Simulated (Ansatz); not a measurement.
Basis-set extrapolation for C2H8B2O (`BBCOC`) (PBE0-D4/def2-TZVP geometry, frozen core, Ansatz). Multiplicity 1, RHF reference.

```json
{"": "HF", "def2-TZVPP": "-204.633713", "def2-QZVPP": "-204.643504"}
{"": "MP2 correlation", "def2-TZVPP": "-0.779231", "def2-QZVPP": "-0.832907"}
{"": "CCSD(T) correlation", "def2-TZVPP": "-0.864701", "def2-QZVPP": "not run"}
```

Energies in hartree. Use E(X) = E(∞) + A·exp(−7.88·√X) for Hartree–Fock and E(X) = E(∞) + B·X^(−2.97) for correlation, with X = 3 and 4, and add CCSD(T) minus MP2 of the smaller set to the MP2 limit.

Problem. What is the CCSD(T) energy at the basis-set limit?

Solution. HF limit: -204.643504 + (-0.009791) × 0.13774 = -204.64485. MP2 limit: -0.832907 + (-0.053676) × 0.74074 = -0.87267. Higher-order term: -0.864701 − (-0.779231) = -0.08547. Total: -205.60299 hartree, 274.6 kJ/mol below CCSD(T)/def2-TZVPP.
